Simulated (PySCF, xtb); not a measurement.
oxadisiletane (CH6OSi2), SMILES [SiH2]1[SiH2]OC1.

Harmonic wavenumbers (cm⁻¹) from GFN2-xTB (xtb) at its own minimum, in rising order: 142, 291, 396, 433, 456, 487, 561, 572, 670, 703, 736, 777, 789, 820, 1006, 1151, 1234, 1480, 2202, 2219, 2225, 2232, 2929, 2950.

Problem. What does TPSSh-D3(BJ)/def2-SVP in PySCF give at its own minimum? (An estimate is asked for; the answer gives what the named calculation found.)

Solution. 75, 335, 415, 442, 477, 604, 646, 674, 716, 765, 832, 851, 947, 986, 1014, 1197, 1263, 1473, 2236, 2239, 2243, 2251, 3029, 3082. Paired by order, the mean absolute difference is 62 cm⁻¹ and the zero-point energies are 39.3 and 41.2 kcal/mol.
